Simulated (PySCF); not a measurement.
H₆GeSeSi, SMILES [SeH][SiH2][GeH3], PBE/def2-SVP optimised geometry.

```
9

Ge     1.33    -0.53     0.00
Si    -1.07    -0.53     0.00
Se    -1.90     1.62     0.00
H      1.85     0.25    -1.24
H      1.90    -1.97    -0.06
H      1.86     0.16     1.28
H     -1.60    -1.33    -1.16
H     -1.61    -1.12     1.27
H     -1.20     1.97    -1.26
```

Density from PySCF 2.14.0 with PBE/def2-TZVP at that geometry.

Minimum of the electron density along straight lines between bonded atoms, close to the bond critical point (lines longer than 1.1 times the sum of covalent radii, or with two minima, are not listed):

```json
[
 {"bond": "Ge1–Si2", "length / Å": "2.397", "ρ at the minimum / e bohr⁻³": "0.087", "∇²ρ there / e bohr⁻⁵": "-0.12", "position (fraction from the first atom)": "0.53"},
 {"bond": "Si2–Se3", "length / Å": "2.311", "ρ at the minimum / e bohr⁻³": "0.086", "∇²ρ there / e bohr⁻⁵": "-0.04", "position (fraction from the first atom)": "0.36"},
 {"bond": "Ge1–H4", "length / Å": "1.553", "ρ at the minimum / e bohr⁻³": "0.128", "∇²ρ there / e bohr⁻⁵": "0.04", "position (fraction from the first atom)": "0.59"},
 {"bond": "Ge1–H5", "length / Å": "1.554", "ρ at the minimum / e bohr⁻³": "0.128", "∇²ρ there / e bohr⁻⁵": "0.04", "position (fraction from the first atom)": "0.59"},
 {"bond": "Ge1–H6", "length / Å": "1.551", "ρ at the minimum / e bohr⁻³": "0.129", "∇²ρ there / e bohr⁻⁵": "0.04", "position (fraction from the first atom)": "0.59"},
 {"bond": "Si2–H7", "length / Å": "1.507", "ρ at the minimum / e bohr⁻³": "0.117", "∇²ρ there / e bohr⁻⁵": "0.11", "position (fraction from the first atom)": "0.49"},
 {"bond": "Si2–H8", "length / Å": "1.505", "ρ at the minimum / e bohr⁻³": "0.117", "∇²ρ there / e bohr⁻⁵": "0.12", "position (fraction from the first atom)": "0.49"},
 {"bond": "Se3–H9", "length / Å": "1.487", "ρ at the minimum / e bohr⁻³": "0.168", "∇²ρ there / e bohr⁻⁵": "-0.29", "position (fraction from the first atom)": "0.63"}
]
```
